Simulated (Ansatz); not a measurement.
C3H4FNSi, SMILES F[Si@H]1C=CC=N1.

Geometry: ωB97X-D3(BJ)/def2-SVP. The structure was generated by enumeration; whether it is a known compound was not checked.

Two levels are set side by side: PBE/def2-SVPD (Ansatz, a quantum-chemistry and plane-wave program) and CAM-B3LYP/def2-SVPD (Ansatz). Energy differences of separate SCF runs at the same geometry; the states with an electron removed or added have multiplicity 2 and 2. Differences are taken from unrounded values.

```csv
quantity,CAM-B3LYP
vertical ionisation energy (eV),9.88
vertical electron affinity (eV),0.50
vertical singlet–triplet gap (eV),3.10
```

Task: What does PBE give, and how far is it from CAM-B3LYP? (The exact figures need the calculation; the answer reports its results.)

Result: 
| quantity | PBE | PBE minus CAM-B3LYP |
|---|---|---|
| vertical ionisation energy (eV) | 9.64 | -0.24 |
| vertical electron affinity (eV) | 0.60 | 0.10 |
| vertical singlet–triplet gap (eV) | 2.87 | -0.23 |
